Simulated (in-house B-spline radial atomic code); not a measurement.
Values are calculated unless marked as measured or tabulated.
**What the choice of pseudopotential does to G0W0 on PBE0: Cs**

All numbers come from a B-spline radial code for spherical atoms, non-relativistic (model numbers for so heavy an element), configuration [Xe] 6s1, open shells at high spin. Semilocal Troullier-Martins pseudo-atoms, one channel per l, are made with PBE or LDA for several valence sets and radii, with or without a model core, and set against the all-electron atom. One channel fits only the lowest state of its l, so a second state of that l is approximate. All electrons give 6s up: PBE0 -2.574 eV, G0W0 -3.987 eV. Potentials are made in the ion's own configuration unless the neutral atom is named, and a smooth local potential serves every l without a channel. Potentials that miss their own reference levels by more than 6 millihartree, or need radii over 3.5 bohr, are left out. Columns give pseudo minus all-electron, in eV; a dash marks a level in the core or of low weight.

| valence | made with | radii (bohr) | model core (bohr) | 6s up PBE0 | 6s up G0W0 |
| --- | --- | --- | --- | --- | --- |
| 5p 6s | PBE | s 3.40 p 1.63 d 2.75 | none | -0.08 | -0.20 |
| 5p 6s | PBE | s 3.40 p 2.08 d 3.40 | none | -0.08 | -0.21 |
| 5p 6s | PBE | s 3.40 p 1.45 d 2.44 | 1.41 | -0.07 | -0.18 |
| 5p 6s | PBE | s 3.40 p 1.63 d 2.75 | 1.41 | -0.07 | -0.17 |
| 5p 6s | LDA | s 3.40 p 2.35 d 3.40 | 1.41 | -0.08 | -0.19 |
| 5s 5p 6s | LDA | s 2.08 p 2.35 d 3.40 | none | -0.04 | -0.05 |
| 5s 5p 6s | LDA | s 1.60 p 1.81 d 3.05 | 1.29 | 0.00 | +0.01 |
| 5s 5p 6s | LDA | s 1.84 p 2.08 d 3.40 | 1.29 | 0.00 | +0.01 |
| 4d 5s 5p 6s | PBE | s 1.45 p 1.63 d 0.65 | none | -0.03 | -0.06 |
| 4d 5s 5p 6s | PBE | s 1.61 p 1.81 d 0.72 | none | -0.02 | -0.05 |
| 4d 5s 5p 6s | LDA | s 1.84 p 2.08 d 0.83 | none | -0.02 | -0.05 |
| 4d 5s 5p 6s | PBE | s 1.29 p 1.45 d 0.58 | 0.54 | -0.09 | -0.13 |
| 4d 5s 5p 6s | PBE | s 1.61 p 1.81 d 0.72 | 0.54 | -0.01 | -0.04 |
| 4d 5s 5p 6s | PBE | s 2.09 p 2.35 d 0.94 | 0.54 | -0.03 | -0.07 |

How does the G0W0 shift of 6s up, which all sets hold, depend on the valence set?

Mean size: 5s 5p 6s: 0.02 eV; 4d 5s 5p 6s: 0.07 eV; 5p 6s: 0.19 eV. A larger valence set can do worse when it takes only part of a shell, whose exchange with the frozen rest is then left to the functional. The means mix radii and the functional used in making the potentials.
